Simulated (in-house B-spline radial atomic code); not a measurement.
Results of a calculation; reference values are marked as such.
# Stopping of slow ions oscillates with Z: Ga to Tc at r_s = 2.2

A nucleus sits in a uniform electron gas with a rigid positive background. The Kohn-Sham equations are solved self-consistently in the spin-unpolarised LDA (PW92), non-relativistic, on B-splines with outgoing waves at the boundary and partial waves to l = 8. The model has no lattice, no bands and no magnetic solution. Atomic units; δ_l are the phase shifts at the Fermi level, counted so that each bound state adds π, and good to about 0.0005.

The density parameter is r_s = 2.2 bohr, near that of the valence electrons of Ga (3 per atom, density 5.91 g/cm³, mass 69.72 u, which gives r_s = 2.19). The friction coefficient Q = n k_F σ_tr gives dE/dx = Q v for slow ions. Some elements are left out of the table, so an extreme may lie at one of them.

```
ion   δ0/π   δ1/π   δ2/π   δ3/π  σ_tr (bohr²)  Q (a.u.)
 Ga  3.201  2.303  1.053  0.014         19.01    0.3718
 Ge  3.275  2.395  1.080  0.016         27.46    0.5371
 As  3.345  2.487  1.108  0.018         35.58    0.6959
 Se  3.412  2.574  1.140  0.019         42.46    0.8304
 Br  3.477  2.652  1.179  0.020         48.83    0.9551
 Kr  3.538  2.721  1.227  0.020         56.23    1.0998
 Rb  3.594  2.777  1.285  0.018         65.45    1.2802
 Sr  3.642  2.823  1.352  0.015         75.28    1.4723
 Zr  3.716  2.887  1.506  0.010         82.54    1.6143
 Nb  3.745  2.911  1.588  0.009         74.40    1.4551
 Mo  3.773  2.932  1.670  0.009         59.59    1.1654
 Tc  3.802  2.956  1.748  0.010         42.34    0.8281
```

Question: Where are the largest and smallest frictions, and what do the phase shifts say there?

Answer: Largest: Zr, Q = 1.6143; smallest: Ga, Q = 0.3718, a ratio of 4.3. For the largest δ2/π = 1.51: the d resonance is about half filled and sits at the Fermi level, where it scatters most. For the smallest, which lies at the edge of the table, the differences δ_l − δ_(l+1), measured from the nearest multiple of π, are 0.10π, 0.25π, 0.04π; σ_tr grows with the sines of these.

Question: At equal speed, Lindhard and Scharff's formula, with silicon as an example target, scales as Z^(7/6)/(Z^(2/3) + 14^(2/3))^(3/2). How does its rise from the first ion to the last compare?

Answer: It rises smoothly by 1.0467/0.8852 = 1.18, while Q changes by 0.828/0.372 = 2.23. The statistical formula averages over shells, so it can't show the oscillation.
